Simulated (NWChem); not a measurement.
System meant: CH4Si, singlet; SMILES C[SiH]

Here is an NWChem input.

```
start job
memory heap 200 mb stack 900 mb global 1100 mb
geometry units angstroms noautosym nocenter noautoz
  Si     0.129348    -0.770554    -0.000383
  H     -1.415338    -0.939975     0.001536
  C      0.045925     1.142821    -0.001145
  H      1.037051     1.637167    -0.006866
  H     -0.526549     1.493741     0.888335
  H     -0.539798     1.497155    -0.880316
end
basis spherical
  * library def2-svp
end
dft
  xc m06-2x
  iterations 150
end
property
  shielding 5 1 2 3 4 5
end
task dft property
```

End of the output:

```
 Vector   15  Occ=0.000000D+00  E= 1.242033D-01
              MO Center= -3.6D-01,  5.6D-02,  1.4D-02, r^2= 5.4D+00
   Bfn.  Coefficient  Atom+Function         Bfn.  Coefficient  Atom+Function
  ----- ------------  ---------------      ----- ------------  ---------------
    26      2.025067  3 C  s                 20      1.478874  2 H  s
     4     -1.452081  1 Si s                 11      1.254931  1 Si px
    44     -0.774972  5 H  s                 49     -0.748147  6 H  s
    39     -0.557335  4 H  s                 12     -0.328924  1 Si py
    30     -0.285688  3 C  px                19      0.181828  2 H  s

 center of mass
 --------------
 x =   0.11653657 y =  -0.17721181 z =  -0.00093374

 moments of inertia (a.u.)
 ------------------
         148.458969678689           1.640558138027           0.009084607765
           1.640558138027          19.920292071161           0.047229655344
           0.009084607765           0.047229655344         157.120457623319

     Multipole analysis of the density
     ---------------------------------

     L   x y z        total         alpha         beta         nuclear
     -   - - -        -----         -----         ----         -------
     0   0 0 0     -0.000000    -12.000000    -12.000000     24.000000

     1   1 0 0     -0.093448     -0.653126     -0.653126      1.212803
     1   0 1 0      0.372246      0.415481      0.415481     -0.458716
     1   0 0 1      0.000188      0.009111      0.009111     -0.018034

     2   2 0 0    -17.707056    -15.806710    -15.806710     13.906365
     2   1 1 0      0.597962     -0.331399     -0.331399      1.260759
     2   1 0 1      0.003599      0.006911      0.006911     -0.010222
     2   0 2 0    -17.746147    -52.056868    -52.056868     86.367589
     2   0 1 1      0.005253      0.015895      0.015895     -0.026537
     2   0 0 2    -14.045499     -9.815598     -9.815598      5.585697

          -----------------------------------------
          Chemical Shielding Tensors (GIAO, in ppm)
          -----------------------------------------

 ------------------------------------------------------------------------
  xm06: d2 not coded                    0
 ------------------------------------------------------------------------
 ------------------------------------------------------------------------
  current input line :
    21: task dft property
 ------------------------------------------------------------------------
 ------------------------------------------------------------------------
 This error has not yet been assigned to a category
 ------------------------------------------------------------------------
 For more information see the NWChem manual at https://nwchemgit.github.io

0: xm06: d2 not coded:Received an Error in Communication
```

Question: Can this run be used? If not, why, and what is the fix?

Answer: The program stopped with an error. Cause: this functional's second derivatives, which shieldings need, aren't coded here; the fix takes a hybrid GGA instead. This input runs:
```
start job
memory heap 200 mb stack 900 mb global 1100 mb
geometry units angstroms noautosym nocenter noautoz
  Si     0.129348    -0.770554    -0.000383
  H     -1.415338    -0.939975     0.001536
  C      0.045925     1.142821    -0.001145
  H      1.037051     1.637167    -0.006866
  H     -0.526549     1.493741     0.888335
  H     -0.539798     1.497155    -0.880316
end
basis spherical
  * library def2-svp
end
dft
  xc pbe0
  iterations 150
end
property
  shielding 5 1 2 3 4 5
end
task dft property
```
It converges to -329.63756 Ha (PBE0/def2-SVP, GIAO).
